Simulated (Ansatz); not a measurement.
One change: `C#C[SiH](F)Cl` becomes `FC[SiH](F)Cl`.

Ansatz, PBE0-D4/def2-TZVP geometries, multiplicity 1. Each molecule was computed in one conformer, which needn't be the lowest.

```csv
property,`C#C[SiH](F)Cl`
HOMO energy (ωB97M-V/def2-TZVPP) / eV,-11.14
LUMO energy (PBE0/def2-TZVPP) / eV,-0.91
HOMO energy (PBE0/def2-TZVPP) / eV,-8.89
HOMO–LUMO gap (PBE/def2-TZVPP) / eV,5.79
HOMO–LUMO gap (PBE0/def2-TZVPP) / eV,7.98
HOMO energy (B3LYP/def2-TZVPP) / eV,-8.62
```

**Question.** Give the same properties after the change, and the shifts. (Best estimate.)

**Answer.** Ansatz gave: 
```tsv
property	`FC[SiH](F)Cl`	shift
HOMO energy (ωB97M-V/def2-TZVPP) / eV	-11.22	-0.08
LUMO energy (PBE0/def2-TZVPP) / eV	0.13	1.04
HOMO energy (PBE0/def2-TZVPP) / eV	-8.96	-0.07
HOMO–LUMO gap (PBE/def2-TZVPP) / eV	6.59	0.80
HOMO–LUMO gap (PBE0/def2-TZVPP) / eV	9.08	1.10
HOMO energy (B3LYP/def2-TZVPP) / eV	-8.74	-0.12
```

With PBE0 the HOMO falls by 0.07 eV and the LUMO rises by 1.04 eV, so the gap widens by about 1.11 eV. PBE moves the HOMO by 0.19 eV and ωB97M-V by -0.08 eV.

B3LYP here is the variant with VWN-RPA as its local correlation; programs differ in this.
